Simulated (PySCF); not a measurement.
## Correlation energy of Zn²⁵⁺ (zinc, charge +25)

[He] 2s2 2p1, 2P determinant. All numbers are calculated (PySCF 2.14, no relativity, point nucleus, in an uncontracted even-tempered set (17 s from 6 bohr⁻², ratio 2.2; 11 p from 7.8 bohr⁻², ratio 2.2; 6 d from 33 bohr⁻², ratio 2.4; 5 f from 49 bohr⁻², ratio 2.4; 4 g from 73 bohr⁻², ratio 2.4)). Frozen: nothing; 5 electrons correlated; the 13 highest virtual orbitals of each spin left out.

MP2 pair energies summed by pair of shells (mhartree):

```
 pair   energy  share (%)
2s-2s  -124.36       55.7
1s-1s   -40.22       18.0
2s-2p   -35.60       16.0
1s-2s   -13.65        6.1
1s-2p    -9.23        4.1
```

Total MP2 correlation energy: -223.07 mhartree.

Same-spin part -12.40 and opposite-spin part -210.67 mhartree; SCS-MP2 scales them by 1/3 and 6/5 to -256.94 mhartree.
